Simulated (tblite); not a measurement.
C4H13FN2Si2.
Structure used (GFN2-xTB), in Å, numbered top down from 1:
```xyz
22
C4H13FN2Si2 angstrom
F      0.0839    2.0219   -1.2565
C      0.0123    0.6490   -1.1519
C     -1.4407    0.1919   -0.9899
N     -1.5844   -0.0996    0.4132
Si    -3.0843   -0.2382    1.2316
C     -0.3372   -0.6646    0.8492
C      0.7375    0.1700    0.1292
N      1.9532   -0.5484   -0.0972
Si     3.4656    0.2360   -0.3557
H      0.4856    0.2586   -2.0594
H     -1.6131   -0.7013   -1.6100
H     -2.1407    0.9696   -1.2951
H     -3.7926   -1.5096    0.9912
H     -2.7543   -0.1333    2.6506
H     -3.9004    0.8624    0.7240
H     -0.2496   -0.6162    1.9330
H     -0.2343   -1.7180    0.5387
H      0.9752    1.0596    0.7177
H      1.7862   -1.4300   -0.5598
H      4.3952   -0.8817   -0.4969
H      3.6994    1.0458    0.8381
H      3.5272    1.0954   -1.5457
```

Calculated harmonic vibrations of the isolated species, GFN2-xTB (tblite), most abundant isotopes, no scaling. The method is semi-empirical: single wavenumbers can be off by several per cent or more. Modes of hydrogen on silicon can be 10 to 20 % off. One conformer, not necessarily the lowest.

Harmonic wavenumbers (cm⁻¹): 33.4, 47.4, 56.9, 112.9, 113.8, 182.6, 208.2, 239.6, 301.6, 326.5, 399.2, 409.6, 502.5, 530.4, 563.7, 570.5, 590.8, 607.0, 651.3, 733.9, 745.3, 794.5, 806.6, 813.7, 818.6, 832.5, 865.2, 907.0, 944.3, 1005.0, 1044.2, 1057.3, 1072.8, 1124.5, 1157.6, 1175.0, 1189.1, 1214.3, 1239.0, 1252.7, 1291.8, 1309.2, 1315.7, 1332.9, 1386.5, 1466.6, 1485.4, 2150.8, 2202.4, 2270.9, 2273.3, 2281.2, 2282.5, 2819.1, 2840.9, 2932.7, 2968.9, 2999.1, 3009.5, 3434.8.

A = 2443, B = 566.6, C = 492.0 MHz; mass 164.060 u (most abundant isotopes); point group C1, symmetry number 1.

**Question.** Zero-point energy?

**Answer.** Half the sum of the wavenumbers: 35648 cm⁻¹ = 101.92 kcal/mol.

**Question.** What is S at 273.15 K and 1 bar for an ideal gas of classical rigid rotors and harmonic oscillators?

**Answer.** Translation 40.78, rotation 30.27, vibration 35.23: S = 106.3 cal/(mol K).

**Question.** And Cp and H(273.15 K) − H(0)?

**Answer.** Cp = 43.55 cal/(mol K), of which vibrations give 35.60 (their classical limit is 60 R = 119.2); H(273.15 K) − H(0) = 7.06 kcal/mol without the zero-point energy, 4.89 from vibrations.

**Question.** Blend soft modes into free rotors: weight 1/[1 + (100 cm⁻¹/ν̃)⁴] for the oscillator and the rest for a rotor with moment μB/(μ + B), μ = h/(8π²ν), B = 10⁻⁴⁴ kg m². What vibrational entropy results?

**Answer.** 31.26 cal/(mol K) in place of 35.23, which changes −T·S at 273.15 K by +1.09 kcal/mol.

**Question.** Which modes carry the vibrational entropy at 273.15 K?

**Answer.** 33.4 cm⁻¹: 5.44; 47.4 cm⁻¹: 4.75; 56.9 cm⁻¹: 4.39; 112.9 cm⁻¹: 3.05; 113.8 cm⁻¹: 3.03; 182.6 cm⁻¹: 2.14 cal/(mol K); the other 54 give 12.42 together.

Hindered rotation and anharmonicity are outside this model. Other conformers, if any are populated, would add a mixing term that is left out. The structure is chiral; the term R ln 2 for an equal mix with its mirror image is left out.
